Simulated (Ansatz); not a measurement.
The cluster Li4F4⁻. Charge -1, multiplicity 2. Geometry PBE-D4/def2-SVP, that of the neutral singlet; atoms count from 1.

| atom | x (Å) | y (Å) | z (Å) |
| --- | --- | --- | --- |
| Li1 | -1.040 | 0.216 | 1.865 |
| Li2 | 0.028 | 2.136 | -0.232 |
| Li3 | -0.032 | -2.136 | 0.230 |
| Li4 | 1.043 | -0.216 | -1.862 |
| F5 | -0.749 | 1.745 | 1.213 |
| F6 | 0.793 | 1.424 | -1.556 |
| F7 | 0.753 | -1.745 | -1.211 |
| F8 | -0.798 | -1.424 | 1.554 |

The highest occupied level of the charge -1 doublet lies above zero (up to 1.16 eV). By energy differences it is unbound by 0.38 eV (vertical, to the charge 0 singlet, at PBE0-D4/def2-TZVPD) and held by the finite basis. The structure comes from a short search, and lower isomers may exist.

Question: Estimate the Mulliken populations from the PBE0/def2-TZVPD orbitals of Ansatz.

Answer: 
```json
{"atom": "Li1", "charge (e)": "0.64", "spin (α − β)": "0.24"}
{"atom": "Li2", "charge (e)": "0.65", "spin (α − β)": "0.24"}
{"atom": "Li3", "charge (e)": "0.65", "spin (α − β)": "0.24"}
{"atom": "Li4", "charge (e)": "0.64", "spin (α − β)": "0.24"}
{"atom": "F5", "charge (e)": "-0.89", "spin (α − β)": "0.01"}
{"atom": "F6", "charge (e)": "-0.89", "spin (α − β)": "0.01"}
{"atom": "F7", "charge (e)": "-0.89", "spin (α − β)": "0.01"}
{"atom": "F8", "charge (e)": "-0.89", "spin (α − β)": "0.01"}
```
Mulliken values and Mayer orders depend strongly on the basis. With diffuse functions, as here, like atoms can get unlike values, and bond orders can come out too low or too high.

Question: Where does the spin sit?

Answer: Summed by element: Li 0.96, F 0.04, of 1 unpaired in all. Largest on single atoms: Li4 0.24, Li1 0.24, Li3 0.24.
